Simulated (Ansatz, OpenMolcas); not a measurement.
## How methods differ on CHFGaN (SMILES N#[C][GaH][F])

CHFGaN has 5 atoms, charge 0, and is taken as a singlet. SMILES: `N#[C][GaH][F]`. The shape is that of a PBE0-D4/def2-TZVP optimisation.

```xyz
5

N     1.2140   -1.6572    1.2660
C     0.6410   -0.8647    0.6563
Ga   -0.2597    0.5190   -0.3455
F    -1.7247   -0.0535   -1.0926
H     0.1792    1.9827   -0.5256
```

Each level gives the electronic atomisation energy (eV). The values are calculated. Electronic energies at fixed atoms, without zero-point motion or spin-orbit coupling.

| level | kind | program | value (eV) | CPU time (all runs) |
| --- | --- | --- | --- | --- |
| SVWN5/cc-pVDZ | LDA | Ansatz | 22.66 | 4.8 s |
| B3LYP/cc-pVDZ | global hybrid | Ansatz | 19.02 | 7.6 s |
| PBE0/cc-pVDZ | global hybrid | OpenMolcas | 19.12 | 52 s |
| CAM-B3LYP/cc-pVDZ | range-separated hybrid | Ansatz | 19.26 | 8.2 s |
| HSE06/cc-pVDZ | range-separated hybrid | Ansatz | 19.14 | 8.7 s |
| PBE-QIDH/cc-pVDZ | double hybrid | Ansatz | 18.80 | 9.5 s |
| RPA@PBE/cc-pVDZ | RPA | Ansatz | 16.94 | 11 s |
| CCSD/cc-pVDZ | coupled cluster or CI | Ansatz | 17.55 | 9.2 s |

All-electron rows without a relativistic Hamiltonian named are non-relativistic. Correlated wave functions underbind in double-zeta sets. The values span 16.94 to 22.66 eV. In the correlated wave-function rows the outer d shell of Ga is correlated, in sets not made for it. In so small a basis fixed costs decide the times, and correlated methods can beat functionals. CPU times are rough (shared hosts, several kinds of processor and program).
